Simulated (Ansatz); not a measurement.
ClGeH$_{4}$N, SMILES `[NH2][GeH2][Cl]`. Charge 0, multiplicity 1.

```xyz
7

N     1.1432    0.3422   -0.0854
Ge   -0.5239   -0.3722   -0.2069
Cl   -1.8951    0.4295    1.2798
H     1.6323    0.1401    0.7754
H     1.1968    1.3341   -0.2703
H    -0.4351   -1.8734    0.0739
H    -1.1183   -0.0003   -1.5665
```

Problem. List the harmonic frequencies (cm⁻¹, unscaled) at PBE0-D4/def2-TZVP in Ansatz. (An estimate is asked.)

Solution. Ansatz gave: 185, 233, 404, 486, 558, 680, 717, 801, 852, 934, 1585, 2191, 2202, 3566, 3661.

Problem. Is this a minimum?

Solution. Yes, all 15 modes are real.

Problem. Give the ideal-gas thermochemistry at 298.15 K and 1 bar (rigid rotor, harmonic oscillator; point group Cs, symmetry number 1).

Solution. Zero-point energy 114.0 kJ/mol; H(298) − E = 129.8 kJ/mol; entropy 306.8 J/(mol·K), of which translation 169.2, rotation 106.6, vibration 31.1; G(298) − E = 38.3 kJ/mol.
